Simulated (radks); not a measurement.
Removal energies from the gold ion Au12+, [Kr] 4d10 4f14 5s2 5p5, by Delta-SCF beside the eigenvalue of the level emptied. All-electron calculation, scalar-relativistic Kohn-Sham, r2SCAN, spin-polarised, spherical densities, finite nucleus; meta-GGA in the generalised Kohn-Sham scheme; Fermi nuclear charge, rms radius of each element as measured or else 0.836 A^(1/3) + 0.57 fm. Program: a radial shooting solver on a logarithmic mesh with Libxc functionals. Open shells are filled with parallel spins first.

| removed from | final configuration | Delta-SCF (eV) | -eigenvalue (eV) |
|---|---|---|---|
| 5p | [Kr] 4d10 4f14 5s2 5p4 | 275.05 | 264.64 |
| 4f | [Kr] 4d10 4f13 5s2 5p5 | 322.07 | 303.43 |
| 5s | [Kr] 4d10 4f14 5s1 5p5 | 331.11 | 319.89 |
| 4d | [Kr] 4d9 4f14 5s2 5p5 | 571.99 | 553.27 |
